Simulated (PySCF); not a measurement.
**Ionisation energy of Ca³⁺ by level of theory**

Ca³⁺ [Ne] 3s2 3p5 [3p1/2^2 3p3/2^3, M_J = 3/2] → Ca⁴⁺ [Ne] 3s2 3p4 [3p1/2^2 3p3/2^2, M_J = 2], as a difference of total energies. All numbers are calculated (PySCF 2.14, the two-component X2C-1e Hamiltonian, in an uncontracted even-tempered set (21 s from 0.092 bohr⁻², ratio 2.4; 15 p from 0.12 bohr⁻², ratio 2.4; 5 d from 1.7 bohr⁻², ratio 2.6; 5 f from 2.5 bohr⁻², ratio 2.6)). Correlated levels: 1s2 frozen; the 52 highest virtual spinors dropped. "Screened" scales the spin-orbit matrix elements by Boettger's factors to mimic the two-electron term; Breit and QED terms are absent.

Q: Order these methods by the ionisation energy they give, lowest first.
A. GMP2 (screened spin-orbit)
B. GHF (screened spin-orbit)
C. GHF (spin-free)
D. GMP2 (spin-free)

A: B (65.720 eV), C (65.749 eV), A (66.458 eV), D (66.485 eV).

The labels give the starting determinants; with spin-orbit coupling the two ends relaxed to ⟨J²⟩ = 3.75, ⟨L²⟩ = 2.00, ⟨S²⟩ = 0.75 and ⟨J²⟩ = 6.01, ⟨L²⟩ = 2.03, ⟨S²⟩ = 1.99.

For comparison: 67.273 eV (semi-empirical (NIST evaluation); NIST Atomic Spectra Database, ionization energies).
